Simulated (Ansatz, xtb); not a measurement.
**Relative energy of two isomers of C7H7FS**

Structure I is `Fc1cc2c(s1)CCC2`, a singlet and structure II is `FCc1cccc(S)c1`, a singlet. Both are isolated molecules in the gas phase, relaxed with PBE-D3(BJ)/def2-SVP; the shapes shown needn't be the lowest conformers.

I (Å):

```json
{"atom": "C", "x (Å)": "-2.3259", "y (Å)": "-0.2515", "z (Å)": "1.7712"}
{"atom": "C", "x (Å)": "-1.5530", "y (Å)": "-0.9038", "z (Å)": "0.8355"}
{"atom": "C", "x (Å)": "-0.3626", "y (Å)": "-0.1533", "z (Å)": "0.5707"}
{"atom": "C", "x (Å)": "-0.2695", "y (Å)": "1.0203", "z (Å)": "1.2919"}
{"atom": "C", "x (Å)": "1.0234", "y (Å)": "1.7555", "z (Å)": "1.0842"}
{"atom": "C", "x (Å)": "1.5550", "y (Å)": "1.0491", "z (Å)": "-0.1987"}
{"atom": "C", "x (Å)": "0.8848", "y (Å)": "-0.3541", "z (Å)": "-0.2536"}
{"atom": "F", "x (Å)": "-3.5144", "y (Å)": "-0.6316", "z (Å)": "2.2410"}
{"atom": "S", "x (Å)": "-1.6334", "y (Å)": "1.2619", "z (Å)": "2.3427"}
{"atom": "H", "x (Å)": "-1.8475", "y (Å)": "-1.8557", "z (Å)": "0.3759"}
{"atom": "H", "x (Å)": "0.9079", "y (Å)": "2.8504", "z (Å)": "0.9454"}
{"atom": "H", "x (Å)": "1.7111", "y (Å)": "1.6130", "z (Å)": "1.9494"}
{"atom": "H", "x (Å)": "2.6612", "y (Å)": "0.9978", "z (Å)": "-0.2248"}
{"atom": "H", "x (Å)": "1.2317", "y (Å)": "1.6344", "z (Å)": "-1.0837"}
{"atom": "H", "x (Å)": "0.6826", "y (Å)": "-0.6836", "z (Å)": "-1.2937"}
{"atom": "H", "x (Å)": "1.5316", "y (Å)": "-1.1362", "z (Å)": "0.2055"}
```

II (Å):

```xyz
16

C     0.5149    0.3475    3.0803
C     0.2116    0.4931    1.6067
C    -0.0144    1.7597    1.0428
C    -0.3007    1.8657   -0.3270
C    -0.3656    0.7269   -1.1392
C    -0.1386   -0.5478   -0.5768
C     0.1504   -0.6550    0.7980
F     0.5921    1.5737    3.7150
S    -0.1976   -2.0499   -1.5250
H    -0.2785   -0.2579    3.5770
H     1.4819   -0.1879    3.2228
H     0.0383    2.6498    1.6839
H    -0.4781    2.8561   -0.7736
H    -0.5918    0.8260   -2.2118
H    -0.4841   -1.4626   -2.7191
H     0.3301   -1.6487    1.2402
```

Quicker runs give these differences E(II) − E(I): GFN2-xTB +0.070 eV; HF/STO-3G +1.021 eV (at GFN2-xTB geometries); r2SCAN-D4/def2-SVP −0.407 eV (at GFN2-xTB geometries).

Estimate which is lower in electronic energy at CCSD(T)/def2-SVP + ΔMP2/def2-TZVPP, and by roughly how much.

The CCSD(T)/def2-SVP + ΔMP2/def2-TZVPP calculation puts structure II lower, by 0.395 eV.

The same difference at several levels:

```json
{"level": "GFN2-xTB", "geometry": "GFN2-xTB", "E(II) − E(I) (eV)": "+0.070", "departure from the last row (eV)": "+0.465", "job, with rough time for the two": "optimisation, 0.16 s"}
{"level": "HF/STO-3G", "geometry": "GFN2-xTB", "E(II) − E(I) (eV)": "+1.021", "departure from the last row (eV)": "+1.416", "job, with rough time for the two": "single point, 0.52 s"}
{"level": "r2SCAN-D4/def2-SVP", "geometry": "GFN2-xTB", "E(II) − E(I) (eV)": "−0.407", "departure from the last row (eV)": "−0.011", "job, with rough time for the two": "single point, 5 s"}
{"level": "PBE-D3(BJ)/def2-SVP", "geometry": "PBE-D3(BJ)/def2-SVP", "E(II) − E(I) (eV)": "−0.313", "departure from the last row (eV)": "+0.083", "job, with rough time for the two": "optimisation, 22 s"}
{"level": "HF/def2-SVP", "geometry": "PBE-D3(BJ)/def2-SVP", "E(II) − E(I) (eV)": "−0.873", "departure from the last row (eV)": "−0.478", "job, with rough time for the two": "part of the CCSD(T) run"}
{"level": "MP2/def2-SVP", "geometry": "PBE-D3(BJ)/def2-SVP", "E(II) − E(I) (eV)": "−0.357", "departure from the last row (eV)": "+0.038", "job, with rough time for the two": "part of the CCSD(T) run"}
{"level": "CCSD(T)/def2-SVP", "geometry": "PBE-D3(BJ)/def2-SVP", "E(II) − E(I) (eV)": "−0.421", "departure from the last row (eV)": "−0.025", "job, with rough time for the two": "single point"}
{"level": "CCSD(T)/def2-SVP + ΔMP2/def2-TZVPP", "geometry": "PBE-D3(BJ)/def2-SVP", "E(II) − E(I) (eV)": "−0.395", "departure from the last row (eV)": "", "job, with rough time for the two": "single point, 2.6 min"}
```

As drawn, II has 3 C∷C, 1 C–S, 1 S–H in place of 2 C∷S, 3 C–C, 1 C–H (∷ is an aromatic bond). Structure I has 2 5-membered rings (with an aromatic ring), II a 6-membered ring (with an aromatic ring).

GFN2-xTB, HF/STO-3G put the two in the other order. The largest departure from CCSD(T)/def2-SVP + ΔMP2/def2-TZVPP is that of HF/STO-3G, 1.416 eV. The last row adds to CCSD(T) the change of the MP2 difference between the two basis sets, here +0.025 eV.

With thermal terms from frequencies at re-optimised GFN2-xTB minima (ideal gas, soft modes damped towards free rotors, one conformer each, 298.15 K, 1 atm): on the last row, ΔE + ΔZPE = −0.535, ΔH = −0.507, ΔG = −0.574 eV.

The correlated steps freeze 13 core orbitals. Run with Ansatz 0.2.0, xtb 6.7.1; the last row on 4 threads of Arm Neoverse V2 on a shared host.
